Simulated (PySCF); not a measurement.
**[Ce(H2CO)]3+ relaxed at several levels**

Computed with PySCF 2.14.0, def2-SVP on the ligands, density fitting, scalar-relativistic core potentials, no spin-orbit coupling, vacuum. Each row is relaxed at its own level from the same template. Distances are means of the shortest metal–ligand contacts, charges and spins Mulliken's; removal energies are rigid, with the ligand's formal charge and no counterpoise, so too large; for an anion taken off a cation in vacuum most of it is the attraction of opposite charges, and multiply charged cations can part far more cheaply with an electron moved from ligand to metal. lcecp potentials hold a fixed number of 4f electrons in the core, out of states, spins and gaps.

| level | basis on the metal | point group | M–H2CO (Å) | charge on M (e) | removal of one H2CO (eV) | strongest infrared band, degenerate modes summed (cm⁻¹) | unstable modes (below −25 cm⁻¹) |
| --- | --- | --- | --- | --- | --- | --- | --- |
| B3LYP | lcecp-1-SVP with ECP47 | C2v | 2.208 | 2.49 | 5.68 | 1432 | 0 |

**Question.** What does the calculation give for PBE0, lcecp-1-SVP with ECP47?

**Answer.** point group: C2v, M–H2CO (Å): 2.193, charge on M (e): 2.51, removal of one H2CO (eV): 5.66, strongest infrared band, degenerate modes summed (cm⁻¹): 1571, unstable modes (below −25 cm⁻¹): 0.
```xyz
5

Ce    0.0000    0.0000   -0.2868
O     0.0000    0.0000    1.9066
C     0.0000    0.0000    3.1702
H     0.9692    0.0000    3.7163
H    -0.9692    0.0000    3.7163
```

One start shape was tried for each, so a minimum needn't be the lowest isomer.
